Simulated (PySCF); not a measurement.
Pt⁺: fine-structure interval

Pt⁺ [Xe] 4f14 5d9 [5d3/2^4 5d5/2^5, M_J = 5/2] → Pt⁺ [Xe] 4f14 5d9 [5d3/2^3 5d5/2^6, M_J = 3/2], as a difference of total energies. Calculation: PySCF 2.14, in x2c-TZVPall-2c (11s11p10d2f, 108 functions); the two-component X2C-1e Hamiltonian. Correlated levels: [Kr] 4d10 4f14 frozen; the 34 highest virtual spinors dropped. "Screened" scales the spin-orbit matrix elements by Boettger's factors to mimic the two-electron term; Breit and QED terms are absent.

```
                    method  fine-structure interval (cm⁻¹)
 GHF (screened spin-orbit)                           10995
GMP2 (screened spin-orbit)                           11858
     GHF (bare spin-orbit)                           12869
```
